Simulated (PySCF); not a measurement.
C3H3F4, SMILES FC(C[CH]F)(F)F (connectivity only; charge and spin as stated), charge +1, multiplicity 1.

The structure is a stationary point at PBE-D3(BJ)/def2-SVP. The multiplicity is an assumed one; no other spin state was optimised. The isomer is the one that the SMILES or the coordinates give; other isomers of the formula were not compared. The values are those of a single conformer.

All values below come from PBE-D3(BJ)/def2-SVP (PySCF).

No scaling factor is applied to the harmonic values.

Computed vibrational spectrum:
| mode | ν (cm⁻¹) | IR (km/mol) | moving atoms (share of kinetic energy) |
|---|---|---|---|
| 1 | 42 | 4.1 | F 74 %, C 20 % |
| 2 | 75 | 5.7 | F 62 %, C 22 %, H 16 % |
| 3 | 176 | 2.1 | F 39 %, C 37 %, H 25 % |
| 4 | 311 | 2.4 | F 81 %, C 13 % |
| 5 | 354 | 2.9 | F 61 %, C 25 %, H 14 % |
| 6 | 442 | 26.4 | C 41 %, F 36 %, H 23 % |
| 7 | 533 | 3.6 | F 86 %, C 9 % |
| 8 | 545 | 8.2 | F 78 %, C 16 % |
| 9 | 586 | 0.3 | C 44 %, F 30 %, H 26 % |
| 10 | 765 | 109.3 | F 61 %, C 31 %, H 8 % |
| 11 | 863 | 19.9 | H 51 %, C 37 %, F 12 % |
| 12 | 932 | 145.8 | H 66 %, F 18 %, C 16 % |
| 13 | 1036 | 509.7 | C 63 %, F 26 %, H 12 % |
| 14 | 1068 | 11.0 | H 57 %, C 35 % |
| 15 | 1149 | 26.0 | H 62 %, C 29 %, F 8 % |
| 16 | 1202 | 27.6 | C 56 %, H 38 % |
| 17 | 1274 | 220.5 | C 66 %, H 18 %, F 16 % |
| 18 | 1286 | 297.7 | C 61 %, F 20 %, H 19 % |
| 19 | 1320 | 49.9 | H 65 %, C 19 %, F 16 % |
| 20 | 1360 | 52.2 | H 63 %, C 29 %, F 8 % |
| 21 | 1542 | 251.9 | C 69 %, H 18 %, F 13 % |
| 22 | 2953 | 74.8 | H 94 % |
| 23 | 3068 | 10.4 | H 91 %, C 9 % |
| 24 | 3094 | 39.3 | H 91 %, C 9 % |
